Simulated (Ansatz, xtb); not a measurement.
**Ranking isomers of C2H8OSiZn**

3 gas-phase structures of C2H8OSiZn, found in a search over its isomers (lower ones may exist). Each was relaxed with GFN2-xTB:

A. `CC[SiH2][O][ZnH]`, a singlet
B. `C[SiH](C)[O][ZnH]`, a singlet
C. `C[SiH2][O][Zn][CH3]`, a singlet

Question: Make a reasoned guess at their ranking by r2SCAN-D4/def2-SVP single-point energy.

Answer: Calculated order at r2SCAN-D4/def2-SVP: B (0.0), C (4.1), A (13.4) kcal/mol.

Energies above the lowest of each column, in kcal/mol; the last columns are at B3LYP-D3(BJ)/def2-SVP geometries:

| structure | GFN2-xTB | HF/STO-3G | r2SCAN-D4/def2-SVP | B3LYP-D3(BJ)/def2-SVP | CCSD(T)/def2-SVP + ΔMP2/def2-TZVPP |
| --- | --- | --- | --- | --- | --- |
| B | 5.8 | 0.0 | 0.0 | 0.0 | 0.0 |
| C | 17.4 | 4.4 | 4.1 | 3.3 | 4.0 |
| A | 0.0 | 15.5 | 13.4 | 11.1 | 13.5 |

CCSD(T)/def2-SVP + ΔMP2/def2-TZVPP puts B lowest; GFN2-xTB picks A. Flexible structures stand in one conformer each, not always the lowest. C keeps a small imaginary mode. The ΔMP2 step shifts differences by up to 3.5 kcal/mol, which makes them less sure. ΔMP2 is the change of the MP2 energy from the smaller to the larger basis.

Programs: Ansatz 0.2.0, xtb 6.7.1.
